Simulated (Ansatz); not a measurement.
Start from `[F][Ti]([F])([F])[Cl]` and change one atom or group to get `[F][Ti]([F])([F])[SeH]`.

Ansatz, PBE0-D4/def2-TZVP geometries, multiplicity 1. Each molecule was computed in one conformer, which needn't be the lowest.

Scalar relativity is left out up to krypton.

```
                                                                                  property  `[F][Ti]([F])([F])[Cl]`
                                                         LUMO energy (PBE/def2-TZVPP) / eV                    -4.21
                                                        HOMO energy (PBE0/def2-TZVPP) / eV                   -10.23
                                                     HOMO energy (ωB97M-V/def2-TZVPP) / eV                   -12.48
                                                       HOMO energy (B3LYP/def2-TZVPP) / eV                    -9.95
ideal-gas entropy at 298 K and 1 bar (rigid rotor, harmonic PBE0-D4/def2-TZVP) / J/(mol·K)                      330
                                          size of the dipole moment (B3LYP/def2-TZVPP) / D                     0.24
```

Q: What does the change do to each property? (Best estimate.)

A: Computed: 
```csv
property,`[F][Ti]([F])([F])[SeH]`,shift
LUMO energy (PBE/def2-TZVPP) / eV,-4.11,0.10
HOMO energy (PBE0/def2-TZVPP) / eV,-7.91,2.32
HOMO energy (ωB97M-V/def2-TZVPP) / eV,-9.99,2.49
HOMO energy (B3LYP/def2-TZVPP) / eV,-7.69,2.26
"ideal-gas entropy at 298 K and 1 bar (rigid rotor, harmonic PBE0-D4/def2-TZVP) / J/(mol·K)",372,42
size of the dipole moment (B3LYP/def2-TZVPP) / D,0.92,0.68
```

With PBE0 the HOMO rises by 2.32 eV and the LUMO rises by 0.16 eV, so the gap narrows by about 2.16 eV. PBE moves the HOMO by 2.00 eV and ωB97M-V by 2.49 eV. The zero-point energy changes by 16.3 kJ/mol with +3 modes. Dipoles are sizes alone; their direction can turn.

B3LYP here is the variant with VWN-RPA as its local correlation; programs differ in this.

Spin–orbit coupling is left out; it splits and shifts lone-pair levels of the heavy atoms by tenths of an eV.
